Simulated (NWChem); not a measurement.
System: HSeOF; SMILES O[Se]F

NWChem input:

```
start job
memory heap 200 mb stack 900 mb global 1100 mb
geometry units angstroms noautoz
  Se     0.376074     0.024012    -0.025994
  F     -0.589168    -1.487842     0.032639
  O     -0.923896     1.262595     0.096133
  H     -1.261136     1.403597    -0.813614
end
basis spherical
  Se library 6-31g*
  F library 6-31g*
  O library 6-31g*
  H library 6-31g*
end
dft
  xc xwpbe 1.00 cpbe96 1.0 hfexch 1.00
  cam 0.15 cam_alpha 0.0 cam_beta 1.0
  iterations 150
  vectors input atomic output neutral.movecs
end
task dft energy
charge 1
dft
  odft
  mult 2
  vectors input atomic output cation.movecs
end
task dft energy
```

All runs use the structure optimised with PBE-D3(BJ)/def2-SVP.

Ions are spin-unrestricted doublets at the neutral geometry; other ion states weren't tried. Functional: LC-ωPBE (HJS hole) with 6-31G*; the question gives the range parameter ω in 1/bohr.

Question: Predict the main results of this run. (LC-wPBE (HJS exchange hole, range parameter 0.15 per bohr)/6-31G* (spherical d), vertical spin-unrestricted ions.) Quantities: vertical ionisation energy, ΔSCF (eV); −ε(HOMO) (eV).

Answer: 
| Item | Value |
|---|---|
| vertical ionisation energy, ΔSCF (eV) | 9.22 |
| −ε(HOMO) (eV) | 7.41 |
